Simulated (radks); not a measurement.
All-electron atom: the gadolinium ion Gd4+ in [Kr] 4d10 4f6 5s1.75 5p6 5f0.25 (fractional occupations, a model configuration). Method: scalar-relativistic Kohn-Sham, B86b exchange with PBE correlation, spin-polarised, spherical densities, finite nucleus; open shells are filled with parallel spins first (spin-orbit coupling, left out, can overturn this in heavy ions); Fermi nuclear charge, rms radius 5.1569 fm; computed with a radial shooting solver on a logarithmic mesh with Libxc functionals.

Local quantities along the radius. ELF = 1/(1 + alpha^2) is the electron localisation function; alpha = (tau - tau_W)/tau_unif compares the Pauli kinetic energy density with that of the uniform gas (summed over spins). tau is taken from the large components.

```
   r/bohr * ELF (the largest magnitude, 0.999, reaches the edge; | marks zero)
 0.001065 |                                                      *
  0.00124 |                                                      *
 0.001444 |                                                      *
 0.001681 |                                                      *
 0.001956 |                                                      *
 0.002278 |                                                      *
 0.002652 |                                                      *
 0.003087 |                                                      *
 0.003594 |                                                      *
 0.004183 |                                                      *
  0.00487 |                                                      *
  0.00567 |                                                      *
   0.0066 |                                                      *
 0.007684 |                                                      *
 0.009017 |                                                     *
   0.0105 |                                                     *
  0.01222 |                                                    *
  0.01423 |                                                  *
  0.01656 |                                               *
  0.01928 |                                        *
  0.02245 |                              *
  0.02613 |                      *
  0.03042 |                 *
  0.03541 |                  *
  0.04123 |                       *
    0.048 |                               *
  0.05588 |                                     *
  0.06505 |                                        *
  0.07573 |                                      *
  0.08816 |                                *
   0.1026 |                       *
   0.1195 |                  *
   0.1391 |                     *
   0.1619 |                              *
   0.1885 |                                      *
   0.2195 |                                        *
   0.2555 |                                   *
   0.2974 |                    *
   0.3462 |           *
   0.4031 |                  *
   0.4692 |                                 *
   0.5463 |                                       *
    0.636 |                                      *
   0.7404 |                             *
   0.8619 |                    *
    1.003 |                 *
    1.177 |                        *
    1.371 |                                 *
    1.596 |                                     *
    1.858 |                                 *
    2.163 |                    *
    2.518 |    *
    2.931 |*
    3.412 *
    3.972 *
    4.625 *
    5.384 *
    6.267 *
    7.296 *
    8.494 *
```

On this mesh the ELF has minima near r = 0.030, 0.12, 0.35, 1.0 bohr, which separate the shells, and maxima near 0.065 (0.74), 0.22 (0.74), 0.55 (0.73), 1.6 (0.69).
